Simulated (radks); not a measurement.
Valence configurations of I (all share [Kr]). Calculated with a radial shooting solver on a logarithmic mesh with Libxc functionals: scalar-relativistic Kohn-Sham, PBEsol, spin-polarised, spherical densities, finite nucleus; open shells are filled with parallel spins first (spin-orbit coupling, left out, can overturn this in heavy ions); Fermi nuclear charge, rms radius 4.75 fm. Energies are relative to 4d10 5s2 5p5; eigenvalues in eV for spin up.

valence,E (eV),moment (Bohr magnetons),e(4d),e(5p),e(5s)
4d10 5s2 5p5,0.000,1,-50.243,-7.376,-17.723
4d9 5s2 5p6,45.692,1,-57.135,-8.210,-19.378
4d10 5s1.5 5p5.5,5.187,1,-50.940,-7.654,-18.142
4d10 5s1 5p6,10.396,1,-51.632,-7.931,-18.558

NIST lists [Kr] 4d10 5s2 5p5 as the ground configuration; this level of theory agrees among the configurations tried. The energies are those of spherical high-spin densities, not of single terms.
